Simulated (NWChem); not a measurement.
System: BeGeSiH₆; SMILES [SiH3][Be][GeH3]

Excerpt of the output:

```
             Northwest Computational Chemistry Package (NWChem) 7.3.0
             --------------------------------------------------------

 C3  symmetry detected

                             Geometry "geometry" -> ""
                             -------------------------

 Output coordinates in angstroms (scale by  1.889725989 to convert to a.u.)

  No.       Tag          Charge          X              Y              Z
 ---- ---------------- ---------- -------------- -------------- --------------
    1 Be                   4.0000     0.00000000     0.00000000     0.71842823
    2 Si                  14.0000    -0.00000000    -0.00000000     2.91604226
    3 H                    1.0000    -1.12388195    -0.82061706     3.47862460
    4 H                    1.0000    -0.14873425     1.38361885     3.47862460
    5 H                    1.0000     1.27261619    -0.56300179     3.47862460
    6 Ge                  32.0000    -0.00000000     0.00000000    -1.49552575
    7 H                    1.0000    -0.52363164    -1.32662353    -2.09245141
    8 H                    1.0000    -0.88707386     1.11679007    -2.09245141
    9 H                    1.0000     1.41070550     0.20983346    -2.09245141

 Effective nuclear repulsion energy (a.u.)     165.7623920422

      Symmetry information
      --------------------

 Group name             C3
 Group number              5
 Group order               3
 No. of unique centers     5

                                 NWChem DFT Module
                                 -----------------

 Summary of "ao basis" -> "ao basis" (spherical)
 ------------------------------------------------------------------------------
       Tag                 Description            Shells   Functions and Types
 ---------------- ------------------------------  ------  ---------------------
 Be                         def2-svp                 5        9   3s2p
 Si                         def2-svp                 8       18   4s3p1d
 H                          def2-svp                 3        5   2s1p
 Ge                         def2-svp                12       32   5s4p3d

      Symmetry analysis of basis
      --------------------------

        a          35
        e+         27
        e-         27

  Rotation of axis

            General Information
            -------------------
          SCF calculation type: DFT
          Wavefunction type:  closed shell.
          No. of atoms     :     9
          No. of electrons :    56
           Alpha electrons :    28
            Beta electrons :    28
          Charge           :     0
          Spin multiplicity:     1
          Use of symmetry is: on ; symmetry adaption is: on
          Maximum number of iterations: 150
          AO basis - number of functions:    89
                     number of shells:    43
          Convergence on energy requested:  1.00D-06
          Convergence on density requested:  1.00D-05
          Convergence on gradient requested:  5.00D-04

              XC Information
              --------------
                         PBE0 Method XC Functional
                     Hartree-Fock (Exact) Exchange  0.250
          PerdewBurkeErnzerhof Exchange Functional  0.750
            Perdew 1991 LDA Correlation Functional  1.000 local
           PerdewBurkeErnz. Correlation Functional  1.000 non-local

             Grid Information
             ----------------
          Grid used for XC integration:  medium
          Radial quadrature: Mura-Knowles
          Angular quadrature: Lebedev.
          Tag              B.-S. Rad. Rad. Pts. Rad. Cut. Ang. Pts.
          ---              ---------- --------- --------- ---------
          Be                  1.05       49          10.0       434
          Si                  1.10       88          12.0       590
          H                   0.35       45          14.0       434
          Ge                  1.25      112          12.0       590
          Grid pruning is: on
          Number of quadrature shells:   339
          Spatial weights used:  Erf1

      Superposition of Atomic Density Guess
      -------------------------------------

 Sum of atomic energies:       -2381.33143562

      Non-variational initial energy
      ------------------------------

 Total energy =   -2382.174241
 1-e energy   =   -3647.099361
 2-e energy   =    1099.162728
 HOMO         =      -0.244824
 LUMO         =       0.001844

      Symmetry analysis of molecular orbitals - initial
      -------------------------------------------------

  Numbering of irreducible representations:

     1 a           2 e+          3 e-

  Orbital symmetries:

     1 a           2 a           3 a           4 a           5 e+
     6 e+          7 a           8 a           9 e+         10 e+
    11 a          12 a          13 e+         14 e+         15 a
    16 e+         17 e+         18 a          19 e+         20 e+
    21 a          22 a          23 a          24 e+         25 e+
    26 e+         27 e+         28 a          29 e+         30 e+
    31 a          32 e+         33 e+         34 a          35 a
    36 e+         37 e+         38 a

     ---------------------------------------------
      Total Density - Mulliken Population Analysis
     ---------------------------------------------

    Atom       Charge   Shell Charges
 -----------   ------   -------------------------------------------------------
    1 Be   4     3.64   1.99  0.93  0.13  0.50  0.08
    2 Si  14    13.98   2.00  1.99  1.05  0.26  5.94  1.18  1.48  0.08
    3 H    1     1.07   0.69  0.37  0.01
    4 H    1     1.07   0.69  0.37  0.01
    5 H    1     1.07   0.69  0.37  0.01
    6 Ge  32    31.95   2.00  2.00  2.00  1.11  0.22  6.00  5.98  1.29  1.32  8.12  1.81  0.11
    7 H    1     1.07   0.68  0.39  0.01
    8 H    1     1.07   0.68  0.39  0.01
    9 H    1     1.07   0.68  0.39  0.01

   convergence    iter        energy       DeltaE   RMS-Dens  Diis-err
 ---------------- ----- ----------------- --------- --------- ---------
 d= 0,ls=0.0,diis     1  -2383.9978659009 -2.55D+03  8.13D-03  1.64D-01
 d= 0,ls=0.0,diis     2  -2384.0248565228 -2.70D-02  2.35D-03  2.49D-02
 d= 0,ls=0.0,diis     3  -2384.0278716180 -3.02D-03  6.05D-04  3.90D-03
 d= 0,ls=0.0,diis     4  -2384.0283814708 -5.10D-04  1.67D-04  1.29D-04
 d= 0,ls=0.0,diis     5  -2384.0283943519 -1.29D-05  4.58D-05  1.90D-05
  Resetting Diis
 d= 0,ls=0.0,diis     6  -2384.0283962290 -1.88D-06  1.11D-05  5.14D-07
 d= 0,ls=0.0,diis     7  -2384.0283963575 -1.29D-07  2.08D-06  4.07D-09

         Total DFT energy =    -2384.028396357486
      One electron energy =    -3649.458773988485
           Coulomb energy =     1204.247999051886
    Exchange-Corr. energy =     -104.580013463086
 Nuclear repulsion energy =      165.762392042199

 Numeric. integr. density =       56.000000960092

                  Occupations of the irreducible representations
                  ----------------------------------------------

                     irrep           alpha         beta
                     --------     --------     --------
                     a                14.0         14.0
                     e+               14.0         14.0
                     e-                0.0          0.0

                       DFT Final Molecular Orbital Analysis
                       ------------------------------------

 Vector   26  Occ=2.000000D+00  E=-3.434119D-01  Symmetry=e+
              MO Center=  1.9D-02, -4.4D-01, -1.7D+00, r^2= 2.9D+00
   Bfn.  Coefficient  Atom+Function         Bfn.  Coefficient  Atom+Function
  ----- ------------  ---------------      ----- ------------  ---------------
    75      0.353051  7 H  s                 55     -0.266852  6 Ge py
    85     -0.245548  9 H  s                 76      0.197580  7 H  s
    54     -0.181780  6 Ge px                58     -0.175238  6 Ge py
    52      0.161319  6 Ge py                86     -0.137473  9 H  s
    57     -0.119274  6 Ge px                51      0.109886  6 Ge px

 Vector   27  Occ=2.000000D+00  E=-3.260761D-01  Symmetry=a
              MO Center= -3.2D-15,  1.7D-15,  7.9D-01, r^2= 4.5D+00
   Bfn.  Coefficient  Atom+Function         Bfn.  Coefficient  Atom+Function
  ----- ------------  ---------------      ----- ------------  ---------------
     2      0.475958  1 Be s                 56      0.219072  6 Ge pz
     1     -0.213488  1 Be s                 22     -0.210612  2 Si pz
    19     -0.205685  2 Si pz                59      0.175761  6 Ge pz
    53     -0.131113  6 Ge pz                16      0.118045  2 Si pz
    13      0.094055  2 Si s                 28     -0.089829  3 H  s

 Vector   28  Occ=2.000000D+00  E=-2.763562D-01  Symmetry=a
              MO Center=  2.2D-15,  1.4D-16,  5.8D-01, r^2= 5.0D+00
   Bfn.  Coefficient  Atom+Function         Bfn.  Coefficient  Atom+Function
  ----- ------------  ---------------      ----- ------------  ---------------
     6      0.410701  1 Be pz                56      0.271585  6 Ge pz
    19      0.230940  2 Si pz                22      0.229060  2 Si pz
    59      0.208996  6 Ge pz                53     -0.164214  6 Ge pz
    16     -0.132274  2 Si pz                46      0.127421  6 Ge s
    12     -0.105257  2 Si s                 75     -0.098990  7 H  s

 Vector   29  Occ=0.000000D+00  E=-6.843330D-02  Symmetry=e+
              MO Center= -8.0D-03,  1.0D-02,  7.5D-01, r^2= 4.1D+00
   Bfn.  Coefficient  Atom+Function         Bfn.  Coefficient  Atom+Function
  ----- ------------  ---------------      ----- ------------  ---------------
     5      0.423659  1 Be py                 8     -0.422118  1 Be py
    34      0.240984  4 H  s                  4     -0.238489  1 Be px
     7      0.237570  1 Be px                81      0.222103  8 H  s
    39     -0.209487  5 H  s                 21     -0.153571  2 Si py
    76     -0.141193  7 H  s                 80      0.110496  8 H  s

 Vector   30  Occ=0.000000D+00  E=-6.843330D-02  Symmetry=e+
              MO Center=  8.0D-03, -1.0D-02,  7.5D-01, r^2= 4.1D+00
   Bfn.  Coefficient  Atom+Function         Bfn.  Coefficient  Atom+Function
  ----- ------------  ---------------      ----- ------------  ---------------
     4      0.423659  1 Be px                 7     -0.422118  1 Be px
    29     -0.260079  3 H  s                  5      0.238489  1 Be py
     8     -0.237570  1 Be py                86      0.209749  9 H  s
    76     -0.174944  7 H  s                 39      0.157316  5 H  s
    20     -0.153571  2 Si px                28     -0.113549  3 H  s

 Vector   31  Occ=0.000000D+00  E= 1.454750D-02  Symmetry=a
              MO Center=  2.3D-14,  5.5D-15,  4.8D-01, r^2= 8.0D+00
   Bfn.  Coefficient  Atom+Function         Bfn.  Coefficient  Atom+Function
  ----- ------------  ---------------      ----- ------------  ---------------
     3      1.914636  1 Be s                 47     -1.326044  6 Ge s
    13     -0.896561  2 Si s                 46     -0.496146  6 Ge s
    59     -0.408901  6 Ge pz                12     -0.384692  2 Si s
    76      0.317180  7 H  s                 81      0.317180  8 H  s
    86      0.317180  9 H  s                 22      0.274751  2 Si pz

     ---------------------------------------------
      Total Density - Mulliken Population Analysis
     ---------------------------------------------

    Atom       Charge   Shell Charges
 -----------   ------   -------------------------------------------------------
    1 Be   4     3.77   1.99  0.85  0.00  0.76  0.16
    2 Si  14    13.97   2.00  1.98  1.06  0.22  5.93  1.32  1.35  0.11
    3 H    1     1.05   0.72  0.33  0.01
    4 H    1     1.05   0.72  0.33  0.01
    5 H    1     1.05   0.72  0.33  0.01
    6 Ge  32    31.94   2.00  2.00  1.99  1.18  0.08  6.00  5.98  1.46  1.18  8.08  1.81  0.17
    7 H    1     1.05   0.70  0.34  0.01
    8 H    1     1.05   0.70  0.34  0.01
    9 H    1     1.05   0.70  0.34  0.01

     -------------------------------------------
      Total Density - Lowdin Population Analysis
     -------------------------------------------

    Atom       Charge   Shell Charges
 -----------   ------   -------------------------------------------------------
    1 Be   4     3.93   1.97  0.61  0.24  0.69  0.40
    2 Si  14    13.82   2.00  1.94  0.68  0.36  5.82  1.35  1.50  0.16
    3 H    1     1.07   0.63  0.42  0.02
    4 H    1     1.07   0.63  0.42  0.02
    5 H    1     1.07   0.63  0.42  0.02
    6 Ge  32    31.93   2.00  2.00  1.94  0.75  0.35  5.99  5.83  1.49  1.43  7.79  2.03  0.33
    7 H    1     1.04   0.60  0.41  0.03
    8 H    1     1.04   0.60  0.41  0.03
    9 H    1     1.04   0.60  0.41  0.03

     Multipole analysis of the density
     ---------------------------------

     L   x y z        total         alpha         beta         nuclear
     -   - - -        -----         -----         ----         -------
     0   0 0 0     -0.000000    -28.000000    -28.000000     56.000000

     1   1 0 0      0.000000      0.000000      0.000000      0.000000
     1   0 1 0      0.000000      0.000000      0.000000      0.000000
     1   0 0 1      0.045230      0.022615      0.022615     -0.000000

     2   2 0 0    -30.539745    -25.904439    -25.904439     21.269133
     2   1 1 0     -0.000000     -0.000000     -0.000000      0.000000
     2   1 0 1     -0.000000     -0.000000     -0.000000     -0.000000
     2   0 2 0    -30.539745    -25.904439    -25.904439     21.269133
     2   0 1 1     -0.000000     -0.000000     -0.000000      0.000000
     2   0 0 2    -37.009228   -450.816677   -450.816677    864.624125
```

Level: PBE0/def2-SVP. Coordinates come from a PBE0/def2-SVP optimisation.

Which NWChem input produces such a log?

Several could match; the one computed here: the input that was run:
```
start job
memory heap 200 mb stack 900 mb global 1100 mb
geometry units angstroms noautoz
  Be     0.000747    -0.692112     0.000190
  Si     0.000279    -2.889726     0.000057
  H     -1.364324    -3.451914     0.273601
  H      0.919312    -3.452755     1.044757
  H      0.445363    -3.452256    -1.318458
  Ge     0.000548     1.521842     0.000051
  H     -1.331197     2.118420    -0.510837
  H      0.223932     2.118987     1.408568
  H      1.108547     2.118896    -0.897906
end
basis spherical
  * library def2-svp
end
dft
  xc pbe0
  iterations 150
  mulliken
end
task dft energy
```
